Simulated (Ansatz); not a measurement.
Cl⁻ beside CH₃Cl: one fragment in the basis of the whole pair (the partner's atoms are ghosts).

The input file, in.yaml:

```yaml
crystal:
  periodic: [false, false, false]
  atoms:
    - {symbol: Cl, position_ang: [0.098698, 0.770007, -2.630216]}
basis:
  gaussian:
    orbitals: "def2-TZVPPD.json"
    ghost_atoms:
      - {symbol: C, position_ang: [-0.014168, -0.110401, 0.377022]}
      - {symbol: Cl, position_ang: [-0.079461, -0.619735, 2.116691]}
      - {symbol: H, position_ang: [0.909219, 0.431438, 0.209935]}
      - {symbol: H, position_ang: [-0.866557, 0.526104, 0.171002]}
      - {symbol: H, position_ang: [-0.047829, -0.997412, -0.244432]}
total_charge: -1
correlation: {method: ccsd_t}
```

The basis file named in the input lies beside it (Basis Set Exchange, JSON).

Run by:

```bash
ansatz run in.yaml --threads 2 --pin off --events-out ev --progress --plain --max-ram 5222MiB
```

The run's output (Ansatz 0.2.0):

```
Functional definition: HF
  name "HF"
  cite "Fock, Z. Phys. 61, 126 (1930) doi:10.1007/BF01340294"
  parent pbe
  exchange = exact_x
  correlation = 0
1086 factors; integrals over basis functions are off by at most 9.0e-4 eV
mean field evaluation 1: about -12505.1032 eV, gradient 1.3e1 eV
mean field evaluation 2: about -12505.1117 eV, gradient 1.3e1 eV
mean field evaluation 4: about -12505.3937 eV, gradient 2.6e-1 eV
mean field evaluation 8: about -12505.3946 eV, gradient 7.1e-4 eV
mean field evaluation 16: about -12505.3946 eV, gradient 4.4e-6 eV
mean field -12505.39464847 eV, -459.5647768704 hartree, gradient 4.4e-6 eV, S^2 0.000000; 0 other end points of the search recorded, 0 dependent functions left out
5 core orbitals not correlated: weight in the atoms' cores, before any rotation towards them, 1.000 or more for the frozen orbitals, at most 0.000 for the correlated occupied ones
reference -12505.39464847 eV, -459.5647768704 hartree; 4, 4 occupied and 181, 181 virtual orbitals, 1086 factors
second order -5.56856986 eV of doubles, -0.00000000 eV of singles
cycle   1  -5.87634258 eV  change   -3.1e-1 eV  update   4.0e-2
cycle   2  -5.97583926 eV  change   -9.9e-2 eV  update   1.1e-2
cycle   3  -5.99579361 eV  change   -2.0e-2 eV  update   5.6e-3
cycle   4  -5.99439911 eV  change    1.4e-3 eV  update   1.5e-3
cycle   5  -5.99384900 eV  change    5.5e-4 eV  update   7.3e-4
cycle   6  -5.99381652 eV  change    3.2e-5 eV  update   2.6e-4
cycle   7  -5.99380861 eV  change    7.9e-6 eV  update   8.7e-5
cycle   8  -5.99380109 eV  change    7.5e-6 eV  update   3.3e-5
cycle   9  -5.99380119 eV  change   -1.0e-7 eV  update   1.1e-5
cycle  10  -5.99380433 eV  change   -3.1e-6 eV  update   4.5e-6
perturbative correction -0.24862705 eV, -0.0091368756 hartree
Total energy: -12511.63707985 eV, -459.7941819923 hartree
```

The run took 7 s on 2 CPU threads of an Arm Neoverse V2 (shared host), with 1.3 GiB of host memory at its peak.
